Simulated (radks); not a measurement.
Values are calculated unless marked as measured or tabulated.
Q: All-electron atom: Ge12+ in [Ar] 4s2 (not the ground configuration). Code: a radial shooting solver on a logarithmic mesh with Libxc functionals. Model: scalar-relativistic Kohn-Sham, PBE, spin-polarised, spherical densities, point nucleus. Some entries of the table are withheld. Estimate them.

orbital  occ.  eigenvalue (hartree)  r(max) (bohr)  <r^2> (bohr^2)
1s          2             -417.7527            (1)        0.002976
2s          2             -65.68912         0.1759         0.05149
2p          6                   (2)         0.1412         0.04091
3s          2             -18.94717         0.5107          0.3541
3p          6             -16.94745         0.5010          0.3546
4s          2              -8.19975          1.139           1.543

A: 
(1) 1s r(max) (bohr): 0.03073
(2) 2p eigenvalue (hartree): -59.34827
